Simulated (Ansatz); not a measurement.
Reactions of `C[SiH](N)[TeH]`.

Gas-phase electronic energies from Ansatz, PBE0-D4/def2-TZVP geometries. CBS: MP2 limit from def2 TZ/QZ plus the TZ coupled-cluster correction, frozen cores. This one scheme is used for every species. DFT in def2-TZVPP. def2 core potentials past Kr. For In, Te outer-core shells are correlated without core-valence functions, which leaves a few kJ/mol of doubt a bond. One conformer a species, not always the lowest.

| reaction | PBE-D4 (eV) | r2SCAN-D4 (eV) | CCSD(T)/CBS(def2) (eV) |
| --- | --- | --- | --- |
| `C[SiH](N)[TeH]` + `C=CC` → `C=C(C)[TeH]` + `C[SiH2]N` | 1.04 | 1.06 | 1.02 |
| `C[SiH](N)[TeH]` + CH₃NH₂ → `CN[SiH](C)N` + H₂Te | 0.09 | 0.01 | 0.04 |
| `C[SiH](N)[TeH]` + H₂ → `C[SiH2]N` + H₂Te | 0.58 | 0.55 | 0.56 |
| `C[SiH](N)[TeH]` + `[OH][In]([OH])[O][SiH3]` → `C[O][In]([OH])[O][SiH3]` + `N[SiH2][TeH]` | 1.07 | 1.11 | 1.15 |
| `C[SiH](N)[TeH]` + `CCC` → `CC(C)[TeH]` + `C[SiH2]N` | 1.09 | 1.10 | 1.02 |
| `C[SiH](N)[TeH]` + `C#CCO` → `C#CCOC` + `N[SiH2][TeH]` | 0.91 | 0.93 | 0.96 |
| `C[SiH](N)[TeH]` + H₂S → `C[SiH](N)S` + H₂Te | -0.01 | -0.05 | 0.01 |
| `C[SiH](N)[TeH]` + `C[SiH2]F` → `F[SiH2]C[TeH]` + `C[SiH2]N` | 1.13 | 1.15 | 1.08 |
| `C[SiH](N)[TeH]` + `C=CC=C` → `C=CC(=C)[TeH]` + `C[SiH2]N` | 1.08 | 1.12 | 1.05 |
| `C[SiH](N)[TeH]` + `O[SiH](O)O` → `O[Si](O)(O)[TeH]` + `C[SiH2]N` | 0.12 | 0.13 | 0.16 |

Largest T1 diagnostic: 0.016, for `[OH][In]([OH])[O][SiH3]`.
